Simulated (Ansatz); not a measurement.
Total energies of `CN(C)c1ccc(C#Cc2ccc(C#Cc3ccc(C#CC#N)cc3)cc2)cc1` from Ansatz at PBE0-D4/def2-TZVP, gas phase (1 Eh = 27.2114 eV = 2625.5 kJ/mol). The reference geometry is relaxed at r2SCAN-D4/def2-SVP.

```tsv
state	geometry	energy (Eh)
charge 0 singlet	reference	-1148.10343
charge 1 doublet	reference	-1147.84812
charge 1 doublet	relaxed at r2SCAN-D4/def2-SVP	-1147.86782
charge -1 doublet	reference	-1148.14879
charge -1 doublet	relaxed at r2SCAN-D4/def2-SVP	-1148.16705
free C atom (triplet)	–	-37.80537
free N atom (quartet)	–	-54.54382
free H atom (doublet)	–	-0.50104
```

Single mean-field runs in def2-TZVP are fitted with def2-universal-jkfit.

(1) Work out the vertical ionisation energy to the doublet.

(2) Work out the vertical electron affinity, to the doublet.

(3) Give the fundamental gap IE − EA, the Mulliken electronegativity (IE + EA)/2 and the hardness (IE − EA)/2.

(4) How much does the charge 1 doublet relax, and what is the adiabatic ionisation energy?

(5) How much does the charge -1 doublet relax, and what is the adiabatic electron affinity?

(6) What is the binding energy per atom against free atoms?

(1) E(charge 1 doublet) − E(charge 0 singlet) = -1147.84812 − (-1148.10343) = 0.25531 Eh = 6.95 eV. For comparison, −ε of the highest occupied level is 5.63 eV at this level, 1.32 eV less.

(2) E(charge 0 singlet) − E(charge -1 doublet) = -1148.10343 − (-1148.14879) = 0.04536 Eh = 1.23 eV. The basis lacks diffuse functions, which makes affinities too small.

(3) From the values in Eh: IE − EA = 0.25531 − 0.04536 = 0.20995 Eh = 5.71 eV; (IE + EA)/2 = 4.09 eV; (IE − EA)/2 = 2.86 eV. The HOMO–LUMO gap of the same run is 3.16 eV, 2.55 eV smaller than the fundamental gap.

(4) Relaxation: -1147.84812 − (-1147.86782) = 0.01970 Eh = 0.54 eV. Adiabatic ionisation energy: 0.23561 Eh = 6.41 eV, without zero-point energy. 

(5) Relaxation: -1148.14879 − (-1148.16705) = 0.01826 Eh = 0.50 eV. Adiabatic electron affinity: 0.06362 Eh = 1.73 eV, without zero-point energy. 

(6) Atoms: 27 × (-37.80537) + 2 × (-54.54382) + 18 × (-0.50104) = -1138.85135 Eh. Binding: -1138.85135 − (-1148.10343) = 9.25208 Eh = 251.76 eV, or 5.36 eV for each of 47 atoms (no zero-point energy, no counterpoise term).

At PBE0-D4/def2-TZVP the highest occupied level of the charge -1 doublet lies above zero (up to 0.07 eV). By energy differences its removal costs 1.23 eV (vertical, to the charge 0 singlet, at PBE0-D4/def2-TZVP); self-interaction error and the lack of diffuse functions both raise the level.
